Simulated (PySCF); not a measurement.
**Ir⁶²⁺: ionisation energy**

Ir⁶²⁺ [Ne] 3s2 3p3 (4S) → Ir⁶³⁺ [Ne] 3s2 3p2 (3P), as a difference of total energies. Computed with PySCF 2.14 in an even-tempered Gaussian basis (17 s from 18 bohr⁻², ratio 2.5; 12 p from 23 bohr⁻², ratio 2.5; 4 d from 89 bohr⁻², ratio 2.7; 4 f from 130 bohr⁻², ratio 2.7), with scalar relativity by spin-free X2C-1e. Correlated levels: outer shells: 1s2 frozen; virtual orbitals above 40 to 60 times the deepest correlated orbital energy dropped. The calculations carry no spin-orbit coupling.

```tsv
method	ionisation energy (eV)
UHF	6864.8
LDA	6864.1
PBE	6865.3
PBE0	6865.6
r2SCAN	6866.9
BLYP	6865.8
r2SCAN0	6866.7
MP2 (outer shells)	6865.5
SCS-MP2 (outer shells)	6865.2
```

Spin-orbit coupling is strong in these open shells (close to jj coupling). The scalar numbers leave it out and a first-order estimate fails, so it can dominate the gap to the real levels.

The ground level that NIST lists for one species does not belong to the high-spin term computed here, so part of any gap is the choice of state.

Breit and QED terms and the two-electron picture change are absent.

For comparison: 6708 ± 15 eV (theoretical estimate listed by NIST; NIST Atomic Spectra Database, ionization energies).
